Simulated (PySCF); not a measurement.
Species: C7H5NO.
Atom-mapped SMILES: `[CH:1]#[C:2][c:3]1[cH:4][cH:5][cH:6][n+:7]([O-:8])[cH:9]1` (hydrogens: H10 on C1; H11 on C4; H12 on C5; H13 on C6; H14 on C9)

Geometry (GFN2-xTB, Å), atoms numbered from 1 in this order:
```
atom  x, y, z in Å
C1     3.1703   -0.7911    0.6718
C2     2.0281   -0.5132    0.4300
C3     0.6929   -0.1484    0.1291
C4     0.4148    1.0483   -0.5358
C5    -0.9107    1.3475   -0.7978
C6    -1.9088    0.4848   -0.4091
N7    -1.6383   -0.6766    0.2359
O8    -2.5629   -1.4485    0.5812
C9    -0.3479   -0.9832    0.4985
H10    4.1652   -1.0448    0.8885
H11    1.2139    1.7083   -0.8297
H12   -1.1765    2.2596   -1.3085
H13   -2.9549    0.6749   -0.5897
H14   -0.1860   -1.9181    1.0133
```

The closed-shell SCF was solved with PySCF and density fitting under several settings on one GFN2-xTB geometry (grid level 2 and gas phase unless stated).

```json
{"settings": "PBE0/pcSseg-1", "basis functions": "178", "SCF cycles": "17", "E (Eh)": "-399.0838", "HOMO (eV)": "-6.52", "LUMO (eV)": "-1.71", "dipole (D)": "3.84"}
{"settings": "PBE0/def2-SVPD", "basis functions": "223", "SCF cycles": "17", "E (Eh)": "-398.8603", "HOMO (eV)": "-6.63", "LUMO (eV)": "-1.77", "dipole (D)": "4.07"}
{"settings": "B97-D/pcSseg-1", "basis functions": "178", "SCF cycles": "20", "E (Eh)": "-399.2605", "HOMO (eV)": "-5.44", "LUMO (eV)": "-2.40", "dipole (D)": "3.53"}
{"settings": "X3LYP/6-31G-J, IEF-PCM dichloromethane, energy threshold 1e-11 Eh, start guess sap", "basis functions": "128", "SCF cycles": "18", "E (Eh)": "-399.3862", "HOMO (eV)": "-6.12", "LUMO (eV)": "-1.33", "dipole (D)": "5.31"}
{"settings": "PBE0/pcSseg-1, IEF-PCM water", "basis functions": "178", "SCF cycles": "15", "E (Eh)": "-399.0980", "HOMO (eV)": "-6.66", "LUMO (eV)": "-1.62", "dipole (D)": "5.36"}
{"settings": "HF/pcseg-1, IEF-PCM benzene", "basis functions": "151", "SCF cycles": "13", "E (Eh)": "-397.0386", "HOMO (eV)": "-8.98", "LUMO (eV)": "1.67", "dipole (D)": "5.86"}
{"settings": "PBE0/pcSseg-1, damping 0.1 at the start, DIIS from the seventh cycle", "basis functions": "178", "SCF cycles": "26", "E (Eh)": "-399.0838", "HOMO (eV)": "-6.52", "LUMO (eV)": "-1.71", "dipole (D)": "3.84"}
{"settings": "CAM-B3LYP/6-31G*", "basis functions": "136", "SCF cycles": "15", "E (Eh)": "-399.3690", "HOMO (eV)": "-7.31", "LUMO (eV)": "-0.20", "dipole (D)": "3.92"}
```

Task: Estimate the row for these settings: PBE0/IGLO-II.

Result: 
```csv
settings,basis functions,SCF cycles,E (Eh),HOMO (eV),LUMO (eV),dipole (D)
PBE0/IGLO-II,228,17,-399.2257,-6.48,-1.67,3.84
```

Task: Over all rows, what range does the HOMO–LUMO gap span?

Result: From 3.04 eV (B97-D/pcSseg-1) to 10.65 eV (HF/pcseg-1, IEF-PCM benzene). The functional of the narrowest has no exact exchange, that of the widest 100 % exact exchange.

Task: Compare two rows with the functional PBE0: PBE0/pcSseg-1 and PBE0/IGLO-II. Which energy is lower, and by how much?

Result: PBE0/IGLO-II (228 functions) lies 0.1419 Eh or 89 kcal/mol below PBE0/pcSseg-1 (178 functions).

B97-D ran without the empirical dispersion term, which would shift the total energy alone. Cycle counts include a coarse-grid stage where the run had one. All basis functions are spherical, in the Pople sets too. At HF/pcseg-1 the closed-shell solution lies near or past a triplet instability. The species at its GFN2-xTB geometry.
